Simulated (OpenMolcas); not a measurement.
**P I: CASPT2 settings compared**

* Program: OpenMolcas 26.06
* Basis: ANO-RCC-VTZP [5s4p2d1f]
* Scalar Hamiltonian: X2C, point nucleus
* Active space: 3 electrons in 3 orbitals (3p)
* State averaging: 2S+1 = 4 odd, 1 root; 2S+1 = 2 odd, 8 roots kept (CI in the orbitals of an earlier block)
* Spin-orbit coupling: state interaction with AMFI integrals over the reference wave functions, term energies averaged over their components

Methods on the same reference wave functions:
A. CASSCF
B. SS-CASPT2, IPEA 0.75 Eh, imaginary shift 0.05 Eh (closed shells correlated: 2s 2p 3s)
C. SS-CASPT2, IPEA 0.15 Eh, sigma1 regulariser 0.5 Eh (closed shells correlated: 2s 2p 3s)
D. SS-CASPT2, IPEA 0.5 Eh, sigma2 regulariser 0.5 Eh (closed shells correlated: 2s 2p 3s)

Energies in cm-1 above 3s2 3p3 4S* 3/2, the measured ground level; measured values from NIST Handbook of Basic Atomic Spectroscopic Data.

```tsv
Level	A	B	C	D	Measured
3s2 3p3 4S* 3/2	0.0	0.0	0.0	0.0	0.0
3s2 3p3 2D* 3/2	15560	11790	12220	11870	11361
3s2 3p3 2D* 5/2	15566	11800	12230	11880	11377
3s2 3p3 2P* 1/2	25942	20140	20590	20240	18723
3s2 3p3 2P* 3/2	25950	20150	20600	20250	18748
```

Deviations, from unrounded energies. A percentage is the sum of absolute deviations over the sum of measured energies, with the sign that they share, or ± where signs differ.

```tsv
Against measurement	Levels	A	B	C	D
mean absolute deviation (cm-1)	4	5700	920	1400	1000
other terms of the ground configuration (%)	4	+37.9	+6.1	+9.0	+6.7
```

B lies closest to measurement on these levels and A furthest from it. The largest miss of B in the table is 3s2 3p3 2P* 1/2, by +1400 cm-1. The ranking rests on the paired levels alone, and a cruder setting can come out closer through cancelling errors.

Among B to D the level of the table that moves most is 3s2 3p3 2P* 1/2, by 450 cm-1 (lowest in B, highest in C). Moves below CASPT2's spread within the term are not significant.

The two smallest mean deviations differ by little beside CASPT2's spread within terms, so their order carries little weight.

From A to B the spin-free energies of the other terms of 3s2 3p3 shown, above 4S*, scale by factors of 0.76 to 0.78.

The lowest spin-free term lies below A's lowest term by 0.084 hartree in B, 0.104 hartree in C, 0.091 hartree in D.

CASPT2 does not keep the components of a term degenerate, so their means are used; among the terms shown or strongly mixed into the levels shown the widest spread is 230 cm-1 (3s2 3p3 2D*, B). Terms from blocks run as CI alone lack orbitals of their own. With the s shell closed, the reference lacks s² → p² mixing. Without dynamic correlation excited terms often stand tens of per cent too high (terms of higher spin than the ground term too low), and those without a measured partner can miss by more than the paired ones (holds for A). Measured partners are found by configuration, term and J. A level has none where our copy of the source lacks it or the pairing is in doubt (some pairs that miss far off the trend of their configuration count as doubtful), and it then counts in no deviation. Levels of configurations outside the active space are missing.

* marks odd parity.
